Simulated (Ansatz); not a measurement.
Z-matrix (Å, degrees):
```
Si
Si 1 2.312
Cl 1 2.037 2 109.8
F 1 1.589 2 114.2 3 119.7
Cl 1 2.037 2 109.8 3 -120.5
H 2 1.485 1 113.4 3 -55.1
H 2 1.485 1 113.4 3 175.3
```

Charge 0, multiplicity 2.

**Question.** List the r2SCAN/def2-TZVPP orbital energies in eV (the Gaussian-basis code of Ansatz). (An estimate is asked.)

**Answer.** The calculation gave: α occupied: -2753.85, -2753.85, -1793.93, -1791.82, -666.75, -255.25, -255.25, -193.79, -193.79, -193.65, -193.65, -193.65, -193.65, -144.08, -142.27, -98.98, -98.98, -98.91, -97.26, -97.10, -97.09, -31.91, -22.35, -21.75, -15.01, -13.76, -12.11, -11.91, -11.60, -10.44, -9.71, -9.65, -9.21, -8.72, -8.47, -8.11, -6.19. α empty: -1.10, -0.91, -0.49, 0.65, 0.82, 1.43, 2.93, 3.20. β occupied: -2753.85, -2753.85, -1793.93, -1791.71, -666.72, -255.25, -255.25, -193.79, -193.79, -193.65, -193.65, -193.65, -193.65, -144.08, -142.19, -98.98, -98.97, -98.90, -97.03, -97.01, -97.00, -31.86, -22.35, -21.75, -14.70, -13.38, -12.08, -11.90, -11.51, -10.44, -9.67, -9.53, -9.19, -8.72, -8.47, -7.95. β empty: -3.76, -0.98, -0.55, 0.13, 0.86, 1.06, 2.21, 3.21. ⟨S²⟩ = 0.757.
